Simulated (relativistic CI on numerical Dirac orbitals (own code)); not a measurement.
# Forbidden lines of Ti VI

These numbers are calculated, not measured: Dirac-Coulomb-Breit CI, separate exchange-only KLI orbitals for each configuration, model QED, valence Slater integrals scaled by 0.85, P86 correlation energy added to each configuration (own radial code, finite nucleus).

Configuration list (outside the closed core [Ne]): 3s2 3p5, 3s 3p6, 3s2 3p4 3d, 3s 3p5 3d, 3s2 3p4 4s, 3s2 3p4 4p, 3p6 3d, 3s 3p4 3d2, 3s2 3p4 4d, 3s2 3p4 4f, 3s2 3p4 5s, 3s2 3p4 5p, 3s 3p5 4s, 3s2 3p4 5d, 3s2 3p3 3d2, 3s2 3p2 3d3, 3s 3p3 3d3, 3s2 3p2 3d2 4s, 3s2 3p2 3d2 4p, 3s2 3p2 3d2 4d. Double excitations out of closed p, d and f shells are left out; levels of such configurations are missing from the list, as are those of other unlisted configurations, and high levels can miss mixing partners. These lack a partner that the ground configuration has and come out too high: 3s2 3p4 4f, 3s2 3p4 5s, 3s2 3p4 5p, 3s 3p5 4s, 3s2 3p4 5d.

```csv
λ vac (nm),Lower,Upper,Type,A (s⁻¹),log gf
91.258,3s 3p5 3d 4F°_9/2 [35],3s2 3p3 3d2 4H°_13/2 [106],E2,5.79e-02,-10.00
156.91,3s2 3p4 3d 4D_7/2 [4],3s2 3p4 3d 2F_7/2 [24],M1,6.17e+00,-7.74
157.64,3s2 3p4 3d 4D_5/2 [5],3s2 3p4 3d 2F_7/2 [24],M1,1.75e+00,-8.28
194.91,3s2 3p3 3d2 6F°_11/2 [61],3s2 3p3 3d2 4H°_13/2 [106],E2,4.40e-02,-9.46
233.05,3s2 3p4 3d 4F_9/2 [8],3s2 3p4 3d 2F_7/2 [24],M1,5.56e+00,-7.44
241.96,3s2 3p4 3d 4D_7/2 [4],3s2 3p4 3d 2G_7/2 [21],M1,1.36e+00,-8.02
243.71,3s2 3p4 3d 4D_5/2 [5],3s2 3p4 3d 2G_7/2 [21],M1,5.87e-01,-8.38
244.89,3s2 3p4 3d 4D_7/2 [4],3s2 3p4 3d 2G_9/2 [20],M1,1.58e-01,-8.85
253.17,3s2 3p4 3d 4F_5/2 [11],3s2 3p4 3d 2F_7/2 [24],M1,1.20e+00,-8.04
271.12,3s2 3p4 3d 4D_7/2 [4],3s2 3p4 3d 2F_7/2 [19],M1,2.67e+00,-7.63
273.32,3s2 3p4 3d 4D_5/2 [5],3s2 3p4 3d 2F_7/2 [19],M1,6.57e-01,-8.23
347.40,3s2 3p4 3d 2D_5/2 [18],3s2 3p4 3d 2F_7/2 [24],M1,8.78e-01,-7.90
436.74,3s2 3p4 3d 2G_9/2 [20],3s2 3p4 3d 2F_7/2 [24],E2,5.61e-01,-7.89
438.03,3s2 3p4 3d 4D_7/2 [4],3s2 3p4 3d 4F_7/2 [10],M1,9.25e-01,-7.67
443.81,3s2 3p4 3d 4D_5/2 [5],3s2 3p4 3d 4F_7/2 [10],M1,7.57e-02,-8.75
446.40,3s2 3p4 3d 2G_7/2 [21],3s2 3p4 3d 2F_7/2 [24],M1,4.95e-01,-7.93
451.69,3s2 3p3 3d2 2H°_11/2 [113],3s2 3p3 3d2 2I°_13/2 [130],M1,4.18e-01,-7.75
480.27,3s2 3p4 3d 4D_7/2 [4],3s2 3p4 3d 4F_9/2 [8],M1,1.29e+00,-7.35
487.61,3s2 3p4 3d 4F_9/2 [8],3s2 3p4 3d 2G_7/2 [21],M1,3.15e-01,-8.05
499.68,3s2 3p4 3d 4F_9/2 [8],3s2 3p4 3d 2G_9/2 [20],M1,4.95e+00,-6.73
540.54,3s2 3p4 3d 4F_7/2 [10],3s2 3p4 3d 2G_7/2 [21],M1,1.43e+00,-7.30
555.40,3s2 3p4 3d 4F_7/2 [10],3s2 3p4 3d 2G_9/2 [20],M1,9.49e-01,-7.36
584.89,3s2 3p4 3d 4F_5/2 [11],3s2 3p4 3d 2G_7/2 [21],M1,5.63e-01,-7.64
622.57,3s2 3p4 3d 4F_9/2 [8],3s2 3p4 3d 2F_7/2 [19],M1,3.57e-01,-7.78
711.51,3s2 3p4 3d 4F_7/2 [10],3s2 3p4 3d 2F_7/2 [19],M1,5.95e-01,-7.44
790.40,3s2 3p4 3d 4F_5/2 [11],3s2 3p4 3d 2F_7/2 [19],M1,7.04e-01,-7.28
1722.4,3s2 3p5 2P°_3/2 [1],3s2 3p5 2P°_1/2 [2],M1,3.52e+00,-6.50
2249.5,3s2 3p4 3d 2F_7/2 [19],3s2 3p4 3d 2G_7/2 [21],M1,4.76e-01,-6.54
2531.5,3s2 3p4 3d 2F_7/2 [19],3s2 3p4 3d 2G_9/2 [20],M1,2.19e-01,-6.68
4980.3,3s2 3p4 3d 4F_9/2 [8],3s2 3p4 3d 4F_7/2 [10],M1,2.67e-01,-6.10
```

Terms are leading LS components. Brackets give the number of a level in order of energy, since labels repeat. The list gives strong lines, with weight on those to low levels, among the lowest 200 of 3234 levels, so that lines to higher ones, which can be the strongest, are missing. Levels whose partners in the same complex of configurations lie outside the list can be far off, and so can their lines. Rates are taken at the computed energies, electric ones in the length gauge.

At this charge configurations can still be misplaced by up to about 7 % of their energy. 27 of the 33 excited levels that our extract of the measured tables holds in this range could be paired (the sources list more); they are missed by 8991 cm⁻¹ on average and 16076 at most, and levels without a partner can miss by more.
